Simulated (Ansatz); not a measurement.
The cluster Al₅N₅. Total charge 0; singlet. Geometry B3LYP-D4/def2-SVP.

```
atom    x (Å)    y (Å)    z (Å)
 Al1   1.1476   2.1478  -0.3748
 Al2  -2.1322  -1.1988  -0.2952
 Al3   2.3026  -0.2083   0.8516
 Al4  -1.5934   1.5357  -1.0830
 Al5   0.2754  -2.2764   0.9014
  N6   1.8852  -1.8170   1.2828
  N7  -1.3579  -2.5417   0.4431
  N8  -0.3263   2.6943  -1.0654
  N9  -2.7247   0.2463  -1.0083
 N10   2.5237   1.4182   0.3478
```

HSE06 is defined as in plane-wave codes, on full-range PBE exchange. The structure comes from a short search, and lower isomers may exist.

Task: Estimate the orbital energies around the gap (eV) in Ansatz with HF/6-31G, PBE-D4/def2-TZVPD, revPBE-D4/def2-TZVP, PBE0-D4/def2-TZVPD, HSE06-D4/def2-TZVPD.

Result: 
```
orbital  HF/6-31G  PBE-D4/def2-TZVPD  revPBE-D4/def2-TZVP  PBE0-D4/def2-TZVPD  HSE06-D4/def2-TZVPD
 HOMO−9    -12.65              -7.65                -7.52               -8.93                -8.54
 HOMO−8    -11.85              -6.99                -6.86               -8.24                -7.82
 HOMO−7    -11.38              -6.99                -6.86               -8.22                -7.82
 HOMO−6    -11.38              -6.98                -6.85               -8.22                -7.82
 HOMO−5    -11.18              -6.59                -6.46               -7.81                -7.40
 HOMO−4    -11.18              -6.59                -6.46               -7.81                -7.40
 HOMO−3     -9.99              -6.21                -6.09               -7.36                -6.96
 HOMO−2     -9.99              -6.21                -6.09               -7.36                -6.96
 HOMO−1     -9.77              -5.95                -5.83               -7.13                -6.73
   HOMO     -9.77              -5.95                -5.83               -7.13                -6.73
   LUMO     -0.79              -3.77                -3.58               -3.05                -3.40
 LUMO+1      1.12              -2.53                -2.34               -1.70                -2.06
 LUMO+2      1.12              -2.53                -2.34               -1.70                -2.06
 LUMO+3      1.45              -1.96                -1.78               -1.19                -1.56
 LUMO+4      2.20              -0.95                -0.74               -0.15                -0.50
 LUMO+5      2.62              -0.95                -0.74               -0.13                -0.47
```
